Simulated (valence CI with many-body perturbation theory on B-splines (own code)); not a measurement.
Results of a calculation; reference values are marked as such.
# Run record, Nb36+

The program does CI of the valence electrons with many-body perturbation theory for a frozen closed Dirac-Fock core.

Command, and the settings that its task file holds:

```sh
python run_cv.py task.json out
```

```
atom Nb  Z=41  mass_number=93  rms_radius_fm=4.3240
core [He]
valence 2s3
avg = 1
basis = S
breit = 1
cap = 10000
capref = 1200
cscale = 1
de = 0.0
dress = 0
eps = 2e-08
extrap = 1
h = 0.27
hh = 1
l2 = 3
lcore = 6
maxit = 60
n2 = 5
natural = 1
nlev = 20
nno = [3, 3, 3, 2, 1]
nroot = 26
nsp = [3, 3, 2, 1, 0]
pt2 = 1
qed = 1
rpa = 1
s1 = 1
s2 = 1
s3 = 1
screen = 1
tol = 2e-05
whole = 1
```

(1) What became of the run, and why?

Results:

(1) It gave no result: a shell was given more electrons than it holds. The program said: "a valence shell holds more than 4l+2 electrons".
